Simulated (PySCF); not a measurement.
Ar (argon, neutral): UHF calculation

Configuration: [Ar], closed-shell 1S. All numbers are calculated (PySCF 2.14, no relativity, point nucleus, in cc-pV(T+d)Z (5s4p3d1f, 39 functions)).

```json
{
  "Total energy": "-526.813134 hartree",
  "One-electron energy": "-728.2523 hartree",
  "Hartree (Coulomb) energy": "231.6255 hartree",
  "Exchange energy": "-30.1863 hartree",
  "Kinetic energy": "526.81278 hartree",
  "⟨S²⟩": "0.0000",
  "⟨L²⟩": "0.000",
  "Sum of ⟨r⟩": "16.06 bohr",
  "Sum of ⟨r²⟩": "25.95 bohr²",
  "Density at the nucleus (Gaussians lack the cusp)": "3790 bohr⁻³",
  "Langevin diamagnetic susceptibility": "-20.6 ×10⁻⁶ cm³/mol",
  "Time after the integrals": "0.05 s of wall time on 1 thread of Intel(R) Xeon(R) 6975P-C (shared host)"
}
```

```tsv
shell	electrons	mean orbital energy (eV)	rms radius, mean of both spins (bohr)
1s	2	-3227.5	0.0998
2s	2	-335.27	0.449
2p	6	-260.41	0.418
3s	2	-34.735	1.53
3p	6	-16.058	1.82
```
